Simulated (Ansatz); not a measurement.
`C[SiH2][SiH2]Br`, charge 0, multiplicity 1.

(1) Give a relaxed structure at PBE0-D4/def2-TZVP (Ansatz). (Estimate.)

## Answers

(1) Computed: 
Cartesian coordinates in Å:
```
C -0.818 -1.432 0.479
Si 0.756 -0.539 0.001
Si 0.336 1.742 -0.301
Br -1.327 1.927 -1.787
H -1.203 -1.060 1.431
H -0.638 -2.504 0.578
H -1.586 -1.280 -0.282
H 1.307 -1.069 -1.276
H 1.801 -0.690 1.054
H -0.124 2.412 0.944
H 1.498 2.493 -0.842
```
This is one stationary point; other conformers may exist.
